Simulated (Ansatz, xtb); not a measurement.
# Relative energy of two isomers of C3H10GaNO

Structure I is `[NH3+][Ga@@H-]1[CH2]CC[O]1`, a singlet and structure II is `CC[O][GaH][NH]C`, a singlet. Both are isolated molecules in the gas phase, relaxed with r2SCAN-D4/def2-SVP; the shapes shown needn't be the lowest conformers.

I (Å):

```yaml
atoms:
  - { symbol: C, position_ang: [-0.6504, -1.4322, -1.3672] }
  - { symbol: C, position_ang: [-0.0966, -0.2348, -2.1622] }
  - { symbol: C, position_ang: [-0.8770, 1.0409, -1.7961] }
  - { symbol: Ga, position_ang: [-2.5793, -0.9494, -1.3325] }
  - { symbol: N, position_ang: [-2.9711, -0.3082, 0.6876] }
  - { symbol: O, position_ang: [-2.2627, 0.8149, -1.8197] }
  - { symbol: H, position_ang: [-3.8647, -0.5679, 1.1066] }
  - { symbol: H, position_ang: [-2.9818, 0.7004, 0.5027] }
  - { symbol: H, position_ang: [-2.2326, -0.4944, 1.3676] }
  - { symbol: H, position_ang: [-3.9496, -1.5886, -1.7159] }
  - { symbol: H, position_ang: [-0.2347, -1.4482, -0.3411] }
  - { symbol: H, position_ang: [-0.3961, -2.3981, -1.8298] }
  - { symbol: H, position_ang: [-0.2386, -0.4213, -3.2430] }
  - { symbol: H, position_ang: [0.9877, -0.0791, -2.0058] }
  - { symbol: H, position_ang: [-0.5374, 1.3781, -0.7829] }
  - { symbol: H, position_ang: [-0.6130, 1.8619, -2.4921] }
```

II (Å):

```xyz
16

C    -2.1121   -2.9194   -0.3275
C    -3.0783   -2.0759   -1.1376
C     1.0690   -1.2553    0.1048
Ga   -1.1122    0.1588   -1.4771
N     0.4794   -0.1850   -0.6664
O    -2.5818   -0.8403   -1.5635
H    -1.2073   -3.1541   -0.9128
H    -2.5785   -3.8735   -0.0322
H    -1.8078   -2.3943    0.5932
H    -3.4010   -2.6518   -2.0286
H    -3.9947   -1.8997   -0.5385
H    -1.2616    1.5086   -2.2188
H     1.1277    0.5895   -0.7960
H     0.3569   -2.0805    0.2328
H     1.3691   -0.9293    1.1196
H     1.9690   -1.6798   -0.3808
```

Task: Estimate E(II) − E(I) at the level CCSD(T)/def2-SVP + ΔMP2/def2-TZVPP.

Result: Calculated at CCSD(T)/def2-SVP + ΔMP2/def2-TZVPP: E(II) − E(I) = +60.3 kJ/mol, so structure I lies lower.

Level by level:

```tsv
level	geometry	E(II) − E(I) (kJ/mol)	departure from the last row (kJ/mol)	job, with rough time for the two
r2SCAN-D4/def2-SVP	r2SCAN-D4/def2-SVP	+57.5	−2.8	optimisation, 79 s
HF/def2-SVP	r2SCAN-D4/def2-SVP	+27.0	−33.3	part of the CCSD(T) run
MP2/def2-SVP	r2SCAN-D4/def2-SVP	+57.3	−2.9	part of the CCSD(T) run
CCSD(T)/def2-SVP	r2SCAN-D4/def2-SVP	+51.7	−8.6	single point
CCSD(T)/def2-SVP + ΔMP2/def2-TZVPP	r2SCAN-D4/def2-SVP	+60.3		single point, 1.8 min
```

As drawn, II has 1 C–N, 2 C–H in place of 1 C–Ga, 1 C–C, 2 N–H. Structure I has a 5-membered ring, II no ring.

None of the levels shown reverses the order. The largest departure from CCSD(T)/def2-SVP + ΔMP2/def2-TZVPP is that of HF/def2-SVP, 33.3 kJ/mol. Levels run at GFN2-xTB geometries aren't shown. The last row adds to CCSD(T) the change of the MP2 difference between the two basis sets, here +8.6 kJ/mol.

With thermal terms from frequencies at re-optimised GFN2-xTB minima (ideal gas, soft modes damped towards free rotors, one conformer each, 298.15 K, 1 atm): on the last row, ΔE + ΔZPE = +59.5, ΔH = +61.6, ΔG = +54.4 kJ/mol.

The correlated steps freeze 14 core orbitals; the filled d shell of Ga is correlated, in a basis made for valence electrons. Mirror images aren't counted in ΔG. Programs: Ansatz 0.2.0, xtb 6.7.1; the last row on 4 threads of Arm Neoverse V2 on a shared host.
